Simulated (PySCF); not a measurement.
Geometry:
```csv
atom,x (Å),y (Å),z (Å)
C1,-2.597,0.478,-0.196
C2,-1.951,-0.580,0.649
O3,-2.564,-1.380,1.309
C4,-0.450,-0.592,0.629
N5,0.256,-1.456,1.312
O6,1.541,-1.120,1.019
C7,1.514,-0.078,0.178
C8,2.798,0.475,-0.301
N9,0.303,0.291,-0.099
H10,-2.296,0.359,-1.248
H11,-2.245,1.476,0.110
H12,-3.686,0.406,-0.098
H13,3.315,-0.255,-0.942
H14,2.604,1.386,-0.878
H15,3.460,0.706,0.545
```

- PBE0-D3(BJ)/def2-SVP geometry
- couplings computed with B3LYP/pcJ-1 (without the spin–dipole term)
- PBE0/pcSseg-1 with gauge-including orbitals
- run in PySCF 2.14.0 with density-fitted response routines
- non-relativistic Hamiltonian, single conformer, averaged over atoms made equivalent by symmetry, fast rotation or ring inversion, no solvent model

**Question.** Predict the 2D correlation tables (HSQC, COSY, HMBC).

**Answer.** 

HSQC (one-bond C–H):
```tsv
δH	δC	$^{1}J$(C,H) (Hz)
2.64 (H10/H11/H12)	31.8 (C1)	136
2.63 (H13/H14/H15)	13.5 (C8)	138
```

HMBC (two and three bonds, |J| ≥ 2.5 Hz):
```tsv
δH	δC [abs. J in Hz]
2.64 (H10/H11/H12)	192.9 (C2) [6.1]
2.63 (H13/H14/H15)	181.7 (C7) [7.2]
```

No COSY cross peaks are expected.

Referencing at the same level of theory: $^{1}$H (σ = 31.27 ppm), $^{13}$C (σ = 184.41 ppm) against TMS.

Shifts are as computed. Against solution values, carbons near 30 ppm lie about +2 ppm off and those near 130 ppm about +5 ppm. Of 1211 compounds with measured shifts, 218 miss one by over three times the rms of a fit or turn the order of signals round; such compounds aren't used in these exercises.
